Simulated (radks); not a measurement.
Spherical quantum dot in the effective-mass picture: electrons in a parabolic well V = omega^2 r^2 / 2 with omega = 2.81, all in effective atomic units (hartree* = m*/eps^2 hartree, bohr* = eps/m* bohr), one dielectric constant everywhere. Method: non-relativistic Kohn-Sham, PBE, spin-polarised, spherical densities; computed with a radial shooting solver with Libxc functionals. Levels are named by radial order and angular momentum (1s, 1p, 1d, 2s, ...), and open shells are averaged over m.

N = 40, configuration 1s2 1p6 1d10 2s2 1f14 2p6. This is the lowest configuration that the search found. Occupied and some empty levels:

| level | occupation | eigenvalue (hartree*) | <r> (bohr*) |
|---|---|---|---|
| 1s | 2 | 32.707 | 1.013 |
| 1p | 6 | 33.965 | 1.268 |
| 1d | 10 | 35.387 | 1.449 |
| 2s | 2 | 35.697 | 1.266 |
| 1f | 14 | 36.950 | 1.593 |
| 2p | 6 | 37.407 | 1.421 |
| 1g | 0 | 38.636 | 1.715 |
| 2d | 0 | 39.211 | 1.562 |
| 3s | 0 | 39.449 | 1.460 |

Energy (hartree*): total 948.606, kinetic 125.36, external 358.54, Hartree 497.79, exchange-correlation -33.086.

Electron density:

| r (bohr*) | n(r) (e/bohr*^3) |
|---|---|
| 0.0603 | 1.483 |
| 0.287 | 1.689 |
| 0.515 | 1.865 |
| 0.742 | 1.770 |
| 0.969 | 1.561 |
| 1.20 | 1.449 |
| 1.42 | 1.330 |
| 1.65 | 1.013 |
| 1.88 | 0.5676 |
| 2.10 | 0.2227 |
| 2.33 | 0.06062 |
| 2.56 | 0.01149 |
| 2.79 | 0.001507 |
| 3.01 | 0.0001355 |
